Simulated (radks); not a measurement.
Rb I, 37 electrons, occupied as [Kr] 6s1 (not the ground configuration). Method: scalar-relativistic Kohn-Sham, MS2 meta-GGA, spin-polarised, spherical densities, finite nucleus; open shells are filled with parallel spins first (spin-orbit coupling, left out, can overturn this in heavy ions); meta-GGA in the generalised Kohn-Sham scheme; Fermi nuclear charge, rms radius 4.2036 fm; computed with a radial shooting solver on a logarithmic mesh with Libxc functionals.

Normalised radial functions P(r) = r R(r), r in bohr:

r,3d down,6s up
0.003581,0.0000,0.0084
0.004971,0.0001,0.0109
0.006845,0.0003,0.0138
0.009427,0.0007,0.0168
0.01309,0.0019,0.0197
0.01802,0.0045,0.0213
0.02502,0.0111,0.0203
0.03445,0.0256,0.0149
0.04782,0.0585,0.0034
0.06586,0.1244,-0.0131
0.0907,0.2481,-0.0297
0.1259,0.4606,-0.0358
0.1734,0.7559,-0.0197
0.2407,1.0977,0.0186
0.3315,1.3404,0.0527
0.4565,1.3509,0.0470
0.6337,1.0788,-0.0114
0.8727,0.6657,-0.0802
1.211,0.2927,-0.0926
1.668,0.0912,-0.0196
2.297,0.0178,0.0986
3.189,0.0015,0.1942
4.392,0.0001,0.1683
6.097,0.0000,0.0013
8.396,0.0000,-0.2302
11.66,0.0000,-0.3567
16.05,0.0000,-0.2235
22.1,0.0000,-0.0544
30.69,0.0000,-0.0048

3d down: eigenvalue -107.19 eV, 0 radial nodes, <r> = 0.525 bohr, 90 % of the charge inside 0.855 bohr. 6s up: eigenvalue -1.230 eV, 5 radial nodes at r = 0.0514, 0.208, 0.602, 1.77, 6.11 bohr, <r> = 11.8 bohr, 90 % of the charge inside 16.3 bohr.
